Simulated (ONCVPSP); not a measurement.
## Logarithmic derivatives: Fe (Z = 26), ONCV

* Element: Fe (Z = 26)
* Generator: ONCVPSP 4.0.1
* Type: optimised norm-conserving Vanderbilt (ONCV)
* Functional: LDA (Perdew-Wang 92)
* Relativity: scalar-relativistic
* Frozen core: [Ar]
* Valence charge: 8
* Reference configuration: 3d6 4s1 (charge +1)
* Partial waves: 4s: rc 2.35 bohr, ncon 5, nbas 8, qcut 2.1 1/bohr, 2 projectors, debl 3.5 Ha; p scattering state at 0.18 Ha: rc 2.45 bohr, ncon 4, nbas 7, qcut 3.3 1/bohr, 2 projectors, debl 1.8 Ha; 3d: rc 1.40 bohr, ncon 4, nbas 9, qcut 11.3 1/bohr, local
* Local potential: the d channel
* Core correction: none

In the p channel the program set the typed energies aside and used 0.050, 1.850 Ha.

The phase is arctan(r·R′/R) of the radial function R(r), unwrapped; energies in Ha, scanned from -2 to 5 Ha. A pole is an energy at which the radial function vanishes at the test radius. The pseudo phase is shifted by a multiple of π to meet the all-electron one at the reference energy, and phase errors are pseudo minus all-electron; the curves can meet again beyond the range given. Levels narrower than the energy grid can be missing from the lists of poles. Where the grid stepped over a known ghost or core level, its pole and its step of π were put in at the level’s energy.

Task: For each channel, where are the poles, and over which energies does the pseudopotential scatter like the atom?

Result:

```csv
channel,radius (bohr),reference energy (Ha),"poles, all-electron","poles, pseudo",unbroken range about the reference energy with phases within 0.05 rad,phase error 1 Ha above the reference energy (rad)
s,2.39,-0.46,0.76,0.75,the whole range,-0.001
p,2.49,0.05,1.09,"-0.12, 1.09",above -0.1,+0.000
d,1.42,-0.60,0.20,0.27,-1.2 to 0.8,+0.029
```

Note: ghosts flagged at negative energy: s at -111.2 eV, p at -3.1 eV (the flag in p may be a real empty level of the ion); no localised positive-energy state flagged. A true bound ghost makes a file unfit for plane-wave use.

Phases in the d channel:

```tsv
E (Ha)	all-electron	pseudo
-1.98	0.818	0.858
-1.62	0.548	0.600
-1.26	0.010	0.061
-0.90	-0.714	-0.703
-0.54	-1.178	-1.178
-0.18	-1.419	-1.411
0.18	-1.565	-1.544
0.54	-1.671	-1.636
0.90	-1.765	-1.708
1.26	-1.860	-1.773
1.62	-1.971	-1.837
1.98	-2.119	-1.907
2.34	-2.341	-1.990
2.70	-2.691	-2.095
3.06	-3.184	-2.237
3.42	-3.660	-2.442
3.78	-3.983	-2.739
4.14	-4.181	-3.128
4.50	-4.309	-3.526
4.86	-4.396	-3.837
```
